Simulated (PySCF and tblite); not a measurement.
Values are calculated unless marked as measured or tabulated.
System: 4-hydroxypyridine, C₅H₅NO, numbered as in [OH:1][c:2]1[cH:3][cH:4][n:5][cH:6][cH:7]1.

Motion: rotation about the C2–O1 bond (torsion C3–C2–O1–H from -180° to 0°, rising). GFN2-xTB gives an electronic barrier of 6.6 kcal/mol.

(1) What does PBE0/pcSseg-1 + D3(BJ), IEF-PCM acetonitrile give on GFN2-xTB geometries?

Programs: tblite and PySCF.

## Answers

(1) A barrier of 5.9 kcal/mol, 0.7 below the tight-binding barrier (from unrounded values) and, with GFN2-xTB thermal terms, ΔG‡(298 K) = 5.2 kcal/mol and k = 2.1×10⁹ s⁻¹ (2 equivalent paths).
